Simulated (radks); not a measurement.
Spherical quantum dot in the effective-mass picture: electrons in a parabolic well V = omega^2 r^2 / 2 with omega = 0.621, all in effective atomic units (hartree* = m*/eps^2 hartree, bohr* = eps/m* bohr), one dielectric constant everywhere. Calculated with a radial shooting solver with Libxc functionals: non-relativistic Kohn-Sham, r2SCAN, spin-polarised, spherical densities, generalised Kohn-Sham scheme. Levels are named by radial order and angular momentum (1s, 1p, 1d, 2s, ...), and open shells are averaged over m.

N = 8, configuration 1s2 1p6. This is the lowest configuration that the search found. Occupied and some empty levels:

level  occupation  eigenvalue (hartree*)  <r> (bohr*)
1s              2                 3.9985        1.923
1p              6                 4.3676        2.374
1d              0                 4.7992        2.704
2s              0                 4.9110        2.366
1f              0                 5.2810        2.975

Energy (hartree*): total 22.4155, kinetic 3.6352, external 8.7382, Hartree 12.693, exchange-correlation -2.6511.

Electron density:

r (bohr*)  n(r) (e/bohr*^3)
0.215               0.06171
0.574               0.07179
0.932               0.08522
1.29                0.09421
1.65                0.09298
2.01                0.07991
2.37                0.05867
2.73                0.03645
3.09                0.01895
3.44               0.008201
3.80               0.002929
4.16              0.0008656
4.52              0.0002126
